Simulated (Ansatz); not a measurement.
`O[SiH](F)F` → H• + `O[Si](F)F`•  (homolysis of the H–Si bond)

Gas-phase electronic energies from Ansatz, PBE0-D4/def2-TZVP geometries. CCSD(T)/CBS is the MP2 limit (def2-TZVPP, def2-QZVPP) plus CCSD(T) − MP2 in def2-TZVPP, frozen cores. This one scheme is used for every species, atoms too. DFT in def2-TZVPP. B3LYP here is the variant with VWN-RPA as its local correlation; programs differ in this. Open shells (•) are unrestricted, without spin–orbit coupling. One conformer a species, not always the lowest.

```tsv
level	ΔE (kJ/mol)	difference from CCSD(T)/CBS
LDA (SPW92)	447.0	4.6
PBE-D4	406.5	-35.9
revPBE-D4	403.1	-39.3
r2SCAN-D4	414.9	-27.5
BHLYP-D4	436.8	-5.6
ωB97X-V	437.3	-5.1
B2PLYP	429.9	-12.5
revPBE	398.6	-43.8
BLYP	414.2	-28.2
r2SCAN	414.6	-27.8
B3LYP	427.6	-14.8
CCSD(T)/def2-SVP	430.5	-11.9
CCSD/def2-TZVPP	437.2	-5.2
CCSD(T)/def2-TZVPP	436.5	-5.9
HF/def2-QZVPP	355.6	-86.8
MP2/def2-QZVPP	426.8	-15.6
CCSD(T)/CBS	442.4	0
```

Largest T1 diagnostic among the species: 0.014.

In def2-TZVPP, CCSD(T) changes the Hartree–Fock value by +79.8 kJ/mol (the triples alone add −0.7 kJ/mol) and MP2 by +67.1 kJ/mol; breaking electron pairs costs correlation energy, which Hartree–Fock lacks. From BLYP to BHLYP (50 % exact exchange), in def2-TZVPP and without D4, ΔE moves by +21.2 kJ/mol. At CCSD(T), def2-SVP lies −11.9 kJ/mol from the extrapolated value and def2-TZVPP −5.9 kJ/mol: correlation converges slowly with the basis, and small sets miss more of it in the bonded molecule than in its fragments.
